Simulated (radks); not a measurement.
Problem. These are the eigenvalues of the occupied orbitals of an atom or ion with whole-number occupations (eV). Method: scalar-relativistic Kohn-Sham, PBE, spin-unpolarised, spherical densities, finite nucleus; Fermi nuclear charge, rms radius of each element as measured or else 0.836 A^(1/3) + 0.57 fm; computed with a radial shooting solver on a logarithmic mesh with Libxc functionals.

1s: -37262.29
2s: -5894.643
2p: -5286.641
3s: -1248.810
3p: -1053.862
3d: -770.6715
4s: -249.6097
4p: -186.7260
4d: -95.4043
5s: -39.3380
5p: -24.3614
6s: -7.5842

Which element is it, and in what charge state? The configuration may be excited.

Solution. Z = 56, barium, charge +1: Ba+ in [Xe] 6s1. The list shows which subshells hold electrons but not how many an open one holds; the 1s level, -1369.4 hartree, gives Z - s = 52.3 by -(Z - s)^2/2, which with screening and relativity narrows Z to a few neighbours, and the depths of the outer levels then fix element, charge and occupations together.
